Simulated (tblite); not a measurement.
Compound: C₈H₁₀O.
Atom-mapped SMILES: `[CH3:1][O:2][C@@:3]12[C@H:4]3[C@H:5]4[C@@H:6]1[C@@:7]4([CH3:8])[C@@H:9]23` (hydrogens: H10, H11, H12 on C1; H13 on C4; H14 on C5; H15 on C6; H16, H17, H18 on C8; H19 on C9)

Computed with GFN2-xTB (tblite), gas phase: L-BFGS steps from a force-field or distance-geometry start until the largest atomic force falls under 0.01 eV/Å.

Step 3: E = -711.9451 eV
```
atom  x, y, z in Å  |  force x, y, z in eV/Å
C1      2.4033    0.8051   -1.4529    0.073  -0.020  -0.101
O2      1.8416    1.3331   -0.2751   -0.096   0.077   0.051
C3      0.6719    0.7303    0.1014    0.082   0.117  -0.092
C4      0.0719    0.7762    1.4691   -0.123   0.152   0.097
C5     -1.3409    0.6990    0.8545    0.075  -0.064  -0.043
C6     -0.7425    0.6436   -0.5313    0.025   0.009  -0.026
C7     -0.9937   -0.6292    0.2351    0.236   0.200   0.027
C8     -1.8830   -1.7605   -0.1180    0.103   0.024   0.040
C9      0.4261   -0.5589    0.8533    0.021   0.072  -0.067
H10     1.7286    0.9703   -2.2964    0.004  -0.083  -0.125
H11     2.6113   -0.2635   -1.3468   -0.021  -0.052  -0.043
H12     3.3343    1.3416   -1.6222    0.014   0.019   0.007
H13     0.4771    1.2832    2.3211   -0.104  -0.065   0.201
H14    -2.3040    1.0678    1.1568    0.082   0.091   0.110
H15    -1.1497    0.9525   -1.4761    0.025   0.110  -0.004
H16    -2.8027   -1.3606   -0.5320   -0.113  -0.076  -0.070
H17    -1.3927   -2.3910   -0.8515   -0.062  -0.206  -0.098
H18    -2.1092   -2.3361    0.7716   -0.095  -0.214   0.065
H19     1.1424   -1.2935    1.1709   -0.128  -0.091   0.072
```

Step 4: E = -711.9531 eV
```
atom  x, y, z in Å  |  force x, y, z in eV/Å
C1      2.4048    0.8042   -1.4557   -0.002   0.005  -0.031
O2      1.8438    1.3368   -0.2758   -0.116   0.020  -0.020
C3      0.6730    0.7362    0.1016    0.074   0.036  -0.025
C4      0.0710    0.7791    1.4714   -0.024   0.116   0.038
C5     -1.3401    0.6997    0.8535   -0.033  -0.008   0.003
C6     -0.7416    0.6425   -0.5338    0.006   0.112  -0.042
C7     -0.9908   -0.6273    0.2359    0.104   0.014  -0.053
C8     -1.8830   -1.7633   -0.1180    0.121   0.071   0.052
C9      0.4287   -0.5573    0.8515    0.063   0.103   0.015
H10     1.7288    0.9680   -2.2996    0.026  -0.076  -0.092
H11     2.6107   -0.2648   -1.3480   -0.017  -0.033  -0.034
H12     3.3341    1.3423   -1.6212    0.047   0.019  -0.023
H13     0.4756    1.2832    2.3291   -0.142  -0.103   0.108
H14    -2.3050    1.0713    1.1609    0.191   0.034   0.052
H15    -1.1508    0.9568   -1.4800    0.070   0.062   0.099
H16    -2.8049   -1.3621   -0.5336   -0.027  -0.106  -0.025
H17    -1.3940   -2.3961   -0.8542   -0.088  -0.141  -0.027
H18    -2.1112   -2.3411    0.7735   -0.062  -0.144  -0.020
H19     1.1412   -1.2989    1.1741   -0.192   0.018   0.025
```

Task: Estimate the geometry and energy of step 5. (The exact step hangs on the optimiser's Hessian estimate; all steps are aligned on step 4, rigid shifts and turns removed.)

Result: E = -711.9610 eV, largest force 0.213 eV/Å
```
atom  x, y, z in Å  |  force x, y, z in eV/Å
C1      2.4059    0.8036   -1.4588   -0.047   0.021   0.022
O2      1.8442    1.3408   -0.2774   -0.081  -0.010  -0.100
C3      0.6745    0.7421    0.1022    0.038   0.003   0.013
C4      0.0700    0.7837    1.4733    0.040   0.062  -0.011
C5     -1.3402    0.7007    0.8529    0.037  -0.030  -0.041
C6     -0.7402    0.6442   -0.5370    0.003   0.105   0.097
C7     -0.9867   -0.6265    0.2351    0.010   0.003  -0.086
C8     -1.8807   -1.7644   -0.1169    0.044  -0.013   0.011
C9      0.4325   -0.5530    0.8503    0.014   0.085   0.063
H10     1.7296    0.9644   -2.3044    0.049  -0.062  -0.053
H11     2.6098   -0.2666   -1.3498   -0.014   0.006  -0.020
H12     3.3349    1.3435   -1.6206    0.041   0.000  -0.042
H13     0.4713    1.2812    2.3390   -0.163  -0.118   0.028
H14    -2.3019    1.0752    1.1658    0.170   0.018   0.027
H15    -1.1504    0.9622   -1.4818    0.077   0.047   0.108
H16    -2.8072   -1.3658   -0.5355    0.089  -0.122   0.036
H17    -1.3971   -2.4036   -0.8571   -0.108  -0.048   0.064
H18    -2.1143   -2.3485    0.7745   -0.007  -0.038  -0.115
H19     1.1361   -1.3036    1.1776   -0.193   0.091   0.000
```

The energy changes by -0.0078 eV. The first-order estimate −F·Δx gives -0.0109 eV and the mean of the old and new forces, exact on a quadratic surface, -0.0078 eV. The step makes an angle of 41° with the force vector and moves no atom by more than 0.011 Å.

What follows is the cost of the whole relaxation. The run took 0.24 s wall on Intel Xeon 6975P-C, one thread, on a shared host.
